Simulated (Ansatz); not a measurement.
A nudged elastic band was laid between two geometries of CH$_{5}$OSe (8 atoms, charge 1, multiplicity 1).

Computed with Ansatz 0.2.0, RKS B3LYP-D4/def2-SVP.

* movable images: 5
* climbing image: yes
* spring: 5.0 eV/Å²
* optimiser: quadratic models (default)
* start path: through a guess of the saddle point
* force threshold: 0.03 eV/Å
* iteration limit: 60
* end points: relaxed

Image 0:

```xyz
8
Properties=species:S:1:pos:R:3
C -0.511 0.789 -0.279
O 0.715 -0.029 -0.121
Se 1.017 -1.209 1.364
H -0.269 1.553 -1.028
H -1.338 0.140 -0.596
H -0.696 1.242 0.701
H 1.117 -0.328 -0.960
H -0.035 -2.158 0.919
```

Image 6:

```xyz
8
Properties=species:S:1:pos:R:3
C -0.535 0.820 -0.318
O 0.501 -0.236 -0.201
Se 0.158 -1.891 0.738
H -0.021 1.694 -0.738
H -1.348 0.464 -0.963
H -0.877 1.017 0.704
H 1.013 -0.375 -1.023
H 1.110 -1.494 1.802
```

**Question.** What changes between the two ends?

**Answer.** No bond is made or broken. The dihedral C1–O2–Se3–H8 goes from 69 to -111°.

**Question.** What energy profile does the band end with?

**Answer.** The forces met the threshold. The highest image is number 3 of 0 to 6, 0.183 eV above the first end and 0.199 eV above the last; the last end lies 0.017 eV below the first. A vibrational analysis at the climbing image gives one clearly imaginary mode, 248i cm⁻¹: a first-order saddle point. Limits of this set-up: the dipole of an ion depends on the origin.

| image | path coordinate (Å) | energy (eV) | dihedral C1–O2–Se3–H8 (°) |
| --- | --- | --- | --- |
| 0 | 0.00 | 0.000 | 69 |
| 1 | 0.51 | 0.033 | 94 |
| 2 | 1.03 | 0.130 | 119 |
| 3 | 1.54 | 0.183 | 145 |
| 4 | 2.16 | 0.125 | 178 |
| 5 | 2.77 | 0.030 | -147 |
| 6 | 3.38 | -0.017 | -111 |

**Question.** What is the geometry of the highest image?

**Answer.** 
```xyz
8
Properties=species:S:1:pos:R:3
C -0.507 0.908 -0.302
O 0.561 -0.087 -0.043
Se 0.323 -1.284 1.498
H -0.127 1.545 -1.111
H -1.435 0.388 -0.572
H -0.611 1.486 0.623
H 0.816 -0.566 -0.857
H 0.980 -2.390 0.764
```

**Question.** What are the harmonic wavenumbers there?

**Answer.** 248i, 178, 229, 458, 570, 792, 911, 1123, 1158, 1337, 1444, 1447, 1464, 2402, 3072, 3203, 3213, 3691 cm⁻¹.

Time of the run: 2.2 min on 1 thread of Arm Neoverse V1, on a shared host, peak memory 0.17 GiB.
